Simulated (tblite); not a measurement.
A tight-binding relaxation on `[Br][Al]([Cl])[C@H](C)C(C)C`.

Computed with GFN2-xTB geometry optimisation, gas phase (tblite 0.8.0). Start geometry: from a force field or distance geometry. The input is one job of a driver script: a line of settings, then coordinates in Å.

Command:
```bash
OMP_NUM_THREADS=1 python probes_run.py task.json out
```

Input:
```
{"job": {"kind": "relax", "xc": "GFN2-xTB", "basis": "xTB"}, "charge": 0, "multiplicity": 1}
C     -0.996500    -1.438800    -0.083700
C     -0.900200    -0.004300     0.288000
C     -1.724300     0.844900    -0.629400
C      0.468200     0.571000     0.336600
C      1.377900    -0.155600     1.357900
Al     1.475800     0.491200    -1.381700
Cl     2.616000    -1.407900    -1.688700
Br     2.749000     2.466400    -1.858400
H     -0.073300    -1.866400    -0.510100
H     -1.811500    -1.620900    -0.817700
H     -1.268600    -2.015000     0.828700
H     -1.333000     0.089400     1.330400
H     -2.813300     0.580000    -0.621900
H     -1.589700     1.900200    -0.280900
H     -1.372600     0.791700    -1.680500
H      0.397100     1.613100     0.716000
H      1.249800     0.383400     2.302700
H      2.414800     0.014700     0.984800
H      1.124600    -1.227700     1.400500
```

Output:
```
step      E/eV     max force
  0    -710.57379    2.387
  1    -710.89221    1.900
  2    -711.12622    0.953
  3    -711.21759    0.851
  4    -711.27184    0.843
  5    -711.31698    0.516
  6    -711.34805    0.538
  7    -711.38170    0.584
  8    -711.40132    0.470
  9    -711.41391    0.337
... (95 lines left out)
105    -711.74470    0.030
106    -711.74493    0.040
107    -711.74517    0.042
108    -711.74539    0.035
109    -711.74557    0.026
110    -711.74571    0.021
111    -711.74579    0.020
112    -711.74583    0.018
113    -711.74587    0.014
114    -711.74591    0.009
```

«max force» is the largest atomic force in eV/Å.

Question: From which step on does the largest force stay under 0.1 eV/Å, and how much energy is left to gain from there?

Answer: From step 48 (0.085 eV/Å), 27.5 meV above the end.

Main results: energy lowered by 27.0 kcal/mol over 114 steps; largest atomic force 0.009 eV/Å at the end.

Question: Where do the atoms end?

Answer: 0.523 Å rms from the input after alignment:
```
atom  x, y, z in Å
C1    -1.0088   -1.3746   -0.0174
C2    -0.8694    0.1044    0.3222
C3    -1.5128    0.9387   -0.7784
C4     0.6077    0.5111    0.4837
C5     1.3108   -0.2885    1.5905
Al6    1.5745    0.3952   -1.2855
Cl7    2.5884   -1.2163   -1.9914
Br8    1.7303    2.3317   -2.4674
H9    -0.3994   -1.6013   -0.8990
H10   -2.0441   -1.6218   -0.2427
H11   -0.6792   -2.0042    0.8042
H12   -1.3922    0.3003    1.2672
H13   -2.5745    0.7224   -0.8725
H14   -1.3888    2.0039   -0.5933
H15   -1.0329    0.6989   -1.7381
H16    0.6014    1.5676    0.7995
H17    0.6978   -0.3290    2.4914
H18    2.2607    0.1803    1.8456
H19    1.5207   -1.3094    1.2740
```

Question: How long does this job take on an Arm Neoverse N1 with one thread, no GPU, shared host with 64 logical CPUs at a one-minute load of 58?

Answer: About 2.1 s.
Labels such as C1 count atoms from 1, the log's own numbers from 0.
